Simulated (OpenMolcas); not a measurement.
**Pd2+: effect of the basis set**

| Quantity | Value |
| --- | --- |
| Program | OpenMolcas 26.06 |
| Method | SS-CASPT2, IPEA 0.25 Eh, imaginary shift 0.1 Eh (closed shells correlated: 4s 4p) |
| Active space | 8 electrons in 6 orbitals (4d 5s) |
| State averaging | 2S+1 = 3 even, 55 roots; 2S+1 = 5 even, 10 roots kept (CI in the orbitals of an earlier block); 2S+1 = 1 even, 43 roots kept (CI in the orbitals of an earlier block) |
| Spin-orbit coupling | state interaction with AMFI integrals over the reference wave functions, term energies averaged over their components |

A. ANO-R1 [6s4p3d1f], X2C, finite nucleus; CASPT2 step about 29 core-seconds
B. ANO-RCC-VDZP [6s5p3d1f], DKH2, point nucleus; CASPT2 step roughly 21 core-seconds
C. ANO-RCC-VTZP [7s6p4d2f1g], DKH2, point nucleus; CASPT2 step roughly 40 core-seconds
D. ANO-RCC-VQZP [8s7p5d3f2g1h], DKH2, point nucleus; CASPT2 step roughly 70 core-seconds

Energies in cm⁻¹ above 4d⁸ ³F₄, the measured ground level; measured values from Moore, Atomic Energy Levels, vol. III, NSRDS-NBS 35 (1971 reprint of NBS Circular 467, 1958).

| Level | A | B | C | D | Measured |
| --- | --- | --- | --- | --- | --- |
| 4d⁸ ³F₄ | 0.0 | 0.0 | 0.0 | 0.0 | 0.0 |
| 4d⁸ ³F₃ | 3470 | 3550 | 3320 | 3310 | 3230 |
| 4d⁸ ³F₂ | 4920 | 5000 | 4720 | 4710 | 4687 |
| 4d⁸ ³P₁ | 15020 | 15230 | 13540 | 13610 | 13470 |
| 4d⁸ ³P₀ | 15220 | 15430 | 13790 | 13850 | 13699 |
| 4d⁸ ¹G₄ | 19450 | 19370 | 18230 | 18020 | 17880 |
| 4d⁸ ¹S₀ | 42330 | 42480 | 41830 | 41510 |  |
| 4d⁷ 5s ⁵F₅ | 53750 | 57350 | 54900 | 53000 | 52916 |
| 4d⁷ 5s ⁵F₄ | 55910 | 59490 | 56950 | 55050 | 55089 |
| 4d⁷ 5s ⁵F₃ | 57570 | 61230 | 58540 | 56640 | 56742 |
| 4d⁷ 5s ⁵F₂ | 58690 | 62380 | 59620 | 57710 | 57845 |
| 4d⁷ 5s ⁵F₁ | 59380 | 63090 | 60290 | 58380 | 58527 |
| 4d⁷ 5s ³F₄(1) | 63740 | 64870 | 63850 | 62540 |  |
| 4d⁷ 5s ³F₃(1) | 66620 | 67800 | 66620 | 65300 |  |
| 4d⁷ 5s ⁵P₃ | 68090 | 71940 | 68090 | 66430 | 65708 |
| 4d⁷ 5s ³F₂(1) [52 %] | 68450 | 69470 | 68400 | 67000 |  |
| 4d⁷ 5s ⁵P₁ | 69470 | 73220 | 69480 | 67810 | 67151 |

Deviations, from unrounded energies. A percentage is the sum of absolute deviations over the sum of measured energies, with the sign that they share, or ± where signs differ.

```
                        Against measurement  Levels      A      B     C     D
             mean absolute deviation (cm-1)      12   1200   3400  1200   200
      fine structure of the ground term (%)       2   +6.0   +8.0  +1.6  +1.3
other terms of the ground configuration (%)       3  +10.3  +11.0  +1.1  +0.9
                   other configurations (%)       7   +2.1   +8.4  +3.4  ±0.5
```

D lies closest to measurement on these levels and B furthest from it. The largest miss of D in the table is 4d⁷ 5s ⁵P₃, by +720 cm-1. The ranking rests on the paired levels alone, and a cruder setting can come out closer through cancelling errors.

Among A to D the level of the table that moves most is 4d⁷ 5s ⁵P₃, by 5500 cm-1 (lowest in D, highest in B). Moves below CASPT2's spread within the term are not significant.

CASPT2 breaks the degeneracy within a term, and the mean is taken; among the terms shown or strongly mixed into the levels shown the widest spread is 930 cm-1 (4d⁸ ¹G, D). Terms from blocks run as CI alone lack orbitals of their own. A single d shell beside an s shell can misplace configurations of different d count against each other. Measured partners are found by configuration, term and J. A level has none where our copy of the source lacks it or the pairing is in doubt (some pairs that miss far off the trend of their configuration count as doubtful), and it then counts in no deviation. Levels of configurations outside the active space are missing. Levels that lie high or do not pair safely by name in every column are left out.

A share in square brackets marks a mixed level and gives the weight of the term that names it, the lowest over the columns. A number in round brackets counts repeated terms of one configuration in the order of the reference energies.
